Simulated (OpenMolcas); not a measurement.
Re4+ among 4 point charges of -1 e arranged as a square (D4h), 1.79 Å from the ion.
```
   1.7900    0.0000    0.0000  -1.00
   0.0000    1.7900    0.0000  -1.00
  -1.7900    0.0000    0.0000  -1.00
   0.0000   -1.7900    0.0000  -1.00
```

- Program: OpenMolcas 26.06
- Method: CASSCF
- Basis: ANO-RCC-VTZP [8s7p5d3f2g1h]
- Scalar Hamiltonian: DKH2, point nucleus
- Active space: 3 electrons in 5 orbitals (5d)
- State averaging: 2S+1 = 4 even, 10 roots; 2S+1 = 2 even, 40 roots
- Spin-orbit coupling: state interaction with AMFI integrals over the reference wave functions

Question: What is the spin-free ground state (labels of D4, the rotations of D4h)?

Answer: 4A2, 1-fold in its orbital part, 61 % from free-ion P terms; it has the highest spin that d3 allows.

Question: Where is the first state of the same spin?

Answer: 4E at 3070 cm-1 above the ground state.

Question: What are the lowest two levels with spin-orbit coupling?

Answer: A 2-fold level E3/2 with g = 0.63, 0.63, 1.40, then a 2-fold level E1/2 1817 cm-1 above it. Their leading multiplicities are 4 (83 %) and 4 (94 %).

Question: What is χT at 300 K?

Answer: 0.15 cm3 K/mol.

Spin-orbit coupling mixes the spin-free states strongly: the lowest level takes only 47 % from its leading state, 4E, which lies 3066 cm-1 above the lowest spin-free state. Without dynamic correlation the repulsion within the d shell is too large (B by tens of per cent), so at a given field states of lower spin stand too high. Point charges carry no covalency, so the field is a model and not that of real ligands. No measured value stands beside these numbers.
